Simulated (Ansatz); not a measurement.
Start from `C[SiH](N)[AlH2]` and change one atom or group to get `C[SiH](N)[AlH][Cl]`.

Ansatz, PBE0-D4/def2-TZVP geometries, multiplicity 1. Each molecule was computed in one conformer, which needn't be the lowest.

| property | `C[SiH](N)[AlH2]` |
| --- | --- |
| size of the dipole moment (B3LYP/def2-TZVPP) / D | 1.60 |
| LUMO energy (ωB97M-V/def2-TZVPP) / eV | -0.22 |
| HOMO–LUMO gap (B3LYP/def2-TZVPP) / eV | 4.63 |
| LUMO energy (PBE0/def2-TZVPP) / eV | -1.83 |
| size of the dipole moment (ωB97M-V/def2-TZVPP) / D | 1.60 |
| HOMO–LUMO gap (PBE/def2-TZVPP) / eV | 3.05 |

**Question.** Give the same properties after the change, and the shifts. (An estimate is asked.)

**Answer.** Ansatz gave: 
```
                                          property  `C[SiH](N)[AlH][Cl]`  shift
  size of the dipole moment (B3LYP/def2-TZVPP) / D                  2.62   1.02
             LUMO energy (ωB97M-V/def2-TZVPP) / eV                 -0.08   0.14
             HOMO–LUMO gap (B3LYP/def2-TZVPP) / eV                  4.98   0.35
                LUMO energy (PBE0/def2-TZVPP) / eV                 -1.72   0.11
size of the dipole moment (ωB97M-V/def2-TZVPP) / D                  2.63   1.03
               HOMO–LUMO gap (PBE/def2-TZVPP) / eV                  3.37   0.32
```

With PBE0 the HOMO falls by 0.22 eV and the LUMO rises by 0.11 eV, so the gap widens by about 0.33 eV. PBE moves the HOMO by -0.19 eV and ωB97M-V by -0.21 eV. Dipoles are sizes alone; their direction can turn.

B3LYP here is the variant with VWN-RPA as its local correlation; programs differ in this.
